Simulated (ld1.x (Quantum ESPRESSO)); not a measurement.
**argon: one change to an RRKJ potential, before and after**

* Element: argon
* Generator: ld1.x (Quantum ESPRESSO) 7.5
* Type: norm-conserving RRKJ (Kleinman–Bylander form)
* Functional: PBEsol
* Relativity: non-relativistic
* Frozen core: [Ne]
* Valence charge: 8
* Reference configuration: 3s2 3p6
* Partial waves: 3p (bound): rc 1.10 bohr; 3s (bound): rc 0.95 bohr
* Local potential: the s channel
* Core correction: none

Change: scalar-relativistic.

Cutoffs: the cutoffs (Ry, on a coarse ladder) from which the occupation-weighted sum of valence levels, in a spherical-Bessel basis at the reference potential, stays within 10 and 1 mRy of its value at 400 Ry; they do not see the model core or the augmentation charge, which bear on the density cutoff. Errors are all-electron minus pseudo energies relative to the spin-unpolarised reference configuration.

Q: What does the change do?

A: The potential gets softer (120 Ry and 230 Ry → 100 Ry and 230 Ry); of the 6 tests that both files solve, the error grows in 0 and shrinks in 2 by more than 15 % and 0.3 meV (median size 25.7 → 22.3 meV); neither file shows a bound ghost.

```csv
quantity,base,changed
"cutoff, loose",120 Ry,100 Ry
"cutoff, tight",230 Ry,230 Ry
bound ghosts,none,none
"error for 3s2 3p5, meV [ΔE 16.03 → 16.01 eV]",+5.7,+3.9
"error for 3s2 3p4, meV [ΔE 44.65 → 44.62 eV]",+35,+30
"error for 3s2 3p3, meV [ΔE 87.17 → 87.14 eV]",+116,+107
"error for 3s2 3p2, meV [ΔE 144.73 → 144.71 eV]",+286,+271
"error for 3s2 3p5.5, meV [ΔE 6.54 → 6.53 eV]",+1.1,+0.3
"error for 3s1 3p6, meV [ΔE 30.34 → 30.58 eV]",+16,+14
s: phases at 1.20 bohr within 0.05 rad from the reference energy up to (Ry; the scan ends near 5),to the end of the scan,to the end of the scan
p: phases at 1.20 bohr within 0.05 rad from the reference energy up to (Ry; the scan ends near 5),to the end of the scan,to the end of the scan
```
